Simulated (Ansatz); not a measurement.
Species: SF, charge 0, multiplicity 2. SMILES: F[S]
Geometry: optimised at B3LYP-D3(BJ)/def2-TZVP (Ansatz, a first-principles code).

Parts of the frozen-core correlation energy in cc-pV(D+d)Z (Ansatz, hartree). Frozen orbitals: 6; correlated occupied orbitals by spin: 7 and 6; virtual: 24 and 25. Open shells are spin-unrestricted. No spin-orbit coupling. No relativistic terms.

| term | value |
|---|---|
| reference (HF) | -496.91187 |
| MP2 opposite-spin | (withheld) |
| MP2 same-spin | (withheld) |
| CCSD correlation | (withheld) |
| (T) | -0.00668 |
| CCSDT minus CCSD(T) | -0.00070 |
| CCSDT(Q) minus CCSD(T) | -0.00148 |
| T1 diagnostic | 0.019 |
| largest doubles amplitude | 0.068 |
| <S^2> of the reference | 0.762 |

**Question.** What belongs in the gaps?

**Answer.** 
- MP2 opposite-spin, value: -0.21692
- MP2 same-spin, value: -0.07715
- CCSD correlation, value: -0.31381
